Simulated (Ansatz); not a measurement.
Consider the atomization: `[CH3][GeH][NH2]`• → C• + Ge• + 6 H• + N•.

Gas-phase electronic energies from Ansatz, PBE0-D4/def2-TZVP geometries. CCSD(T)/CBS adds triple-zeta CCSD(T) − MP2 to the extrapolated MP2 energy (def2 sets, frozen cores). This one scheme is used for every species, atoms too. For atomizations the MP2-based limit and the directly extrapolated one differ by several kJ/mol either way, and by 10 to 25 for some Ge, Se and Sn compounds, so smaller differences from it don't rank the levels. DFT in def2-TZVPP. Open shells (•) are unrestricted, without spin–orbit coupling. Spin–orbit coupling would lower the free atoms: a little for C; clearly for Ge. For Ge outer-core shells are correlated without core-valence functions, so the limit isn't a true one: a few kJ/mol of doubt a bond, and 10 to 20 or more in all where bonds break to atoms. Scalar relativity is left out up to krypton. One conformer a species, not always the lowest.

`[CH3][GeH][NH2]`•:

Cartesian coordinates in Å:
```
C 1.222 0.569 0.427
Ge 0.106 -0.845 -0.357
N -1.646 -0.303 -0.126
H 0.972 1.524 -0.041
H 2.277 0.351 0.259
H 1.048 0.642 1.501
H 0.295 -0.914 -1.901
H -2.341 -0.868 -0.594
H -1.934 -0.158 0.832
```

What is ΔE at CCSD(T)/CBS? (An estimate is asked.)

Ansatz gave: +2911.0 kJ/mol.

What do these levels give: LDA (SPW92), BHLYP-D4, PBE-QIDH, revPBE, PBE0, r2SCANh, CAM-B3LYP, MP2/def2-TZVPP, SCS-MP2/def2-TZVPP, CCSD(T)/def2-TZVPP, HF/def2-QZVPP, MP2/def2-QZVPP? (Best estimate.)

Computed: LDA (SPW92) 3312.1, BHLYP-D4 2839.6, PBE-QIDH 2881.0, revPBE 2843.1, PBE0 2892.9, r2SCANh 2894.3, CAM-B3LYP 2914.7, MP2/def2-TZVPP 2847.8, SCS-MP2/def2-TZVPP 2860.5, CCSD(T)/def2-TZVPP 2842.7, HF/def2-QZVPP 2074.2, MP2/def2-QZVPP 2888.1 kJ/mol.

Largest T1 diagnostic among the species: 0.013.

The D4 term adds +22.4 kJ/mol with B3LYP and +11.6 kJ/mol with PBE0; it sums over pairs of atoms, weighted by their polarisabilities, and B3LYP, whose exchange is more repulsive, gets the larger term. From PBE to PBE0 (25 % exact exchange), in def2-TZVPP and without D4, ΔE moves by −44.2 kJ/mol: exact exchange takes away binding that semilocal exchange gives to molecules. In def2-TZVPP, CCSD(T) changes the Hartree–Fock value by +771.6 kJ/mol (the triples alone add +37.9 kJ/mol) and MP2 by +776.7 kJ/mol; breaking electron pairs costs correlation energy, which Hartree–Fock lacks.

B3LYP here is the variant with VWN-RPA as its local correlation; programs differ in this.
